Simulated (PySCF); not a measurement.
SiBH5O2

The system: SiBH5O2, a small molecule; neutral, singlet. The structure, one conformer, was relaxed in the gas phase by PBE0-D3(BJ)/def2-SVP. No frequency run checks that it is a minimum.

SMILES: OB(O)[SiH3]

```xyz
9

O    -1.225    1.172   -0.230
B    -0.573   -0.007   -0.034
O    -1.199   -1.205    0.124
Si    1.459    0.011    0.058
H    -2.188    1.109   -0.247
H    -2.163   -1.175    0.094
H     1.915   -0.131    1.479
H     2.030    1.285   -0.480
H     2.045   -1.131   -0.714
```
(Å; atoms numbered from 1)

Shieldings: GIAO PBE0/pcSseg-2. Shifts are against computed references at the same level: H TMS (σ 31.24 ppm), Si TMS (σ 341.3 ppm). Core levels by delta-SCF with SCAN, pcX-2 on the ionised atom and pcseg-1 elsewhere, spin-free X2C (2p3/2 is the spin-free 2p value less a third of a first-order spin-orbit splitting); from the vacuum level, for chosen atoms.

Question: Give the NMR and core-level values of the distinct atoms.

Answer: 
| atoms | bonded to | σ (ppm) | δ (ppm) | core level (eV) |
| --- | --- | --- | --- | --- |
| O1 | 1 B + 1 H | 183.2 | - | 1s 539.47 |
| B2 | 2 O + 1 Si | 66.3 | - | 1s 197.34 |
| O3 | 1 B + 1 H | 185.0 | - | 1s 539.46 |
| Si4 | 1 B + 3 H | 456.3 | -115.0 | 2p3/2 106.24 |
| H5 | 1 O | 27.88 | 3.36 | - |
| H6 | 1 O | 27.89 | 3.35 | - |
| H7 H8 H9 | 1 Si | 27.84 | 3.41 | - |

Values are those of this one static structure, with the three H of a rotating XH3 group averaged; atoms that internal rotation interchanges would show their mean in an NMR spectrum.

Question: By CAM-B3LYP/def2-SVPD (TDDFT singlets, Tamm-Dancoff triplets, ionisation by delta-SCF), where does absorption start, and what does vertical ionisation take?

Answer: The lowest singlet lies at 7.07 eV (f 0.029), the strongest of the first 6 at 7.35 eV (f 0.185), the lowest triplet at 5.80 eV; vertical ionisation takes 10.78 eV.
